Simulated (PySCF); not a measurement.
Isomers C7H12OSi:

A. SMILES CCC1=C[SiH2]C=COC1
B. `InChI=1S/C7H12OSi/c1-3-6(2)7-4-9-5-8-7/h3-4,6H,1,5,9H2,2H3/t6-/m1/s1`
C. `OCC1=C[SiH2][C@H]2C[C@@H]1C2`
D. SMILES CCCC1=CC(=O)[SiH2]C1

Spectrum 1. 1H NMR (400 MHz, computed): δ 6.38 (s, 1H), 4.10 (m, 2H), 2.39 (t, 2H), 1.85 (m, 2H), 1.59 (m, 2H), 1.21 (t, 3H). 13C{1H} NMR (computed): δ 234.7 (C), 187.9 (C), 147.4 (CH), 46.8 (CH2), 28.7 (CH2), 17.7 (CH3), 16.1 (CH2).

Spectrum 2. 1H NMR (400 MHz, computed): δ 7.08 (d, 1H), 6.41 (t, 1H), 4.83 (m, 2H), 4.81 (s, 2H), 4.29 (m, 1H), 2.21 (q, 2H), 1.24 (t, 3H). 13C{1H} NMR (computed): δ 169.4 (CH), 165.6 (C), 134.4 (CH), 91.0 (CH), 74.6 (CH2), 41.5 (CH2), 17.0 (CH3).

Spectrum 3. 1H NMR (400 MHz, computed): δ 5.61 (t, 1H), 4.56 (m, 2H), 4.39 (s, 2H), 3.14 (m, 1H), 2.68 (m, 2H), 1.84 (m, 1H), 1.60 (m, 2H), 0.15 (br s, 1H). 13C{1H} NMR (computed): δ 184.6 (C), 115.5 (CH), 75.3 (CH2), 36.5 (CH2), 35.6 (CH), 17.0 (CH).

Spectrum 4. 1H NMR (400 MHz, computed): δ 6.30 (m, 1H), 5.32 (m, 1H), 5.19 (m, 1H), 4.77 (m, 1H), 4.75 (m, 1H), 4.44 (m, 1H), 4.16 (m, 1H), 4.16 (m, 1H), 3.01 (m, 1H), 1.22 (d, 3H). 13C{1H} NMR (computed): δ 189.8 (C), 150.6 (CH), 119.8 (CH2), 83.1 (CH), 58.7 (CH2), 52.0 (CH), 22.1 (CH3).

Gas phase, non-relativistic, a single conformation, equivalent nuclei averaged. Shielding tensors at PBE0/pcSseg-1 (GIAO); GFN2-xTB structure; PySCF 2.14.

Chemical shifts δ = σref − σ; 1H (σ = 31.72 ppm), 13C (σ = 186.93 ppm) vs TMS, all at this level. Where no couplings were computed, multiplicities follow the n + 1 count of equivalent neighbours, and m marks all less simple cases (inequivalent or close neighbours, rings, F or P nearby). Shifts are as computed. Against solution values, carbons near 30 ppm lie about +3 ppm off and those near 130 ppm about +5 ppm. Of 1211 compounds with measured shifts, 218 miss one by over three times the rms of a fit or turn the order of signals round; such compounds aren't used in these exercises. OH and NH positions are gas-phase values without hydrogen bonding to other molecules.

**Question.** Match each spectrum to its structure.

**Answer.** 1–D, 2–A, 3–C, 4–B.

- Spectrum 1 (D): 7 13C signals; δC 187.9 is a β carbon of a C=C–C=O unit; δC 147.4 is an α carbon of a C=C–C=O unit.
- Spectrum 2 (A): 7 13C signals; δC 169.4 is an alkene carbon bearing oxygen; δC 134.4 is an alkene CH.
- Spectrum 3 (C): 6 13C signals; δC 115.5 is an alkene CH; δC 75.3 is an allylic sp3 CH2 bonded to O.
- Spectrum 4 (B): 7 13C signals; δC 189.8 is an alkene carbon bearing oxygen; δC 150.6 is an alkene CH.
